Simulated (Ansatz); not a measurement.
The cluster H₅Au₄⁻, relaxed as a singlet with RKS r2SCAN-D4/def2-SVPD in Ansatz, starting from the GFN2-xTB geometry. Force threshold 0.02 eV/Å.

In the def2 sets Au takes a core potential; there is no spin–orbit coupling. The structure comes from a short search, and lower isomers may exist.

Start:

```xyz
9

Au    0.363    0.916   -1.320
Au   -0.708    0.467   -3.822
Au    0.219   -0.020    1.267
Au    0.222   -1.018    3.836
H    -0.562   -0.592    2.454
H    -1.297   -0.329   -4.919
H     1.030    0.558    0.062
H    -0.079    1.455   -2.683
H     0.812   -1.436    5.125
```

Q: Estimate the energy that the relaxation releases and the steps that it takes.

A: 1.37 eV, in 29 steps; 2.9 min on 4 threads of Intel Xeon on a shared host. The force fell under the threshold at step 6, but the optimiser went on and released 0.012 eV more. No frequencies were taken in this run, so the end may be a saddle point.

Q: Does the start keep its bonding?

A: By distances, no bond broke or formed. The bond that changes most is Au3–H7, from 1.56 to 1.73 Å (atoms count from 1). The end is the same structure that another start reached, the lowest one found.

Q: Predict the relaxed structure.

A: 
```
atom   x (Å)   y (Å)   z (Å)
 Au1  -0.125   0.409  -1.312
 Au2  -0.517   0.701  -4.048
 Au3   0.012  -0.274   1.348
 Au4   0.503  -0.716   4.049
  H5  -0.688  -0.073   2.878
  H6  -0.394   0.325  -5.603
  H7   0.721  -0.608  -0.197
  H8  -0.838   1.441  -2.450
  H9   1.326  -1.207   5.336
```
Bond lengths (bridged metal pairs left out): 8 × Au–H 1.60 to 1.79 Å.
